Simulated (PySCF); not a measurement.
## How methods differ on the electron affinity of Pb

Pb⁻ [Xe] 4f14 5d10 6s2 6p3 (4S) → Pb [Xe] 4f14 5d10 6s2 6p2 (3P), as a difference of total energies. Calculation: PySCF 2.14, in def2-QZVPPD with the def2 core potential (60 electrons) (8s6p5d4f1g, 88 functions); a scalar-relativistic core potential. Correlated levels: valence: 5s2 5p6 5d10 frozen. The calculations carry no spin-orbit coupling.

| method | electron affinity (eV) | difference from reference (eV) |
| --- | --- | --- |
| UHF | 0.839 | +0.482 |
| MP2 (valence) | 1.192 | +0.835 |
| SCS-MP2 (valence) | 1.060 | +0.703 |
| CCSD (valence) | 1.202 | +0.845 |
| CCSD(T) (valence) | 1.236 | +0.879 |

Reference: 0.357 eV (measured; photodetachment measurements, as compiled on the Wikipedia data page of electron affinities).

Spin-orbit coupling is strong in these open shells (close to jj coupling). The scalar numbers leave it out and a first-order estimate fails, so it can dominate the gap to the real levels.

Errors of the correlated levels include the incompleteness of this basis and the frozen core.
